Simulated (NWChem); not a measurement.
System: C2HBrF2; SMILES F/C=C(\F)Br

This build's default masses of Se (78.918 u) and Br (79.917 u) are each other's, which moves their modes by up to 0.6 %.

**Question.** Give the equilibrium geometry at PBE0/def2-SVP (NWChem) as a Z-matrix, with the point group.

**Answer.** point group Cs; any orientation.
```
C
F 1 1.3160
C 1 1.3336 2 122.68
F 3 1.3241 1 121.22 2 0.00
H 3 1.0907 4 115.74 1 180.00
Br 1 1.8674 2 114.94 3 180.00
```
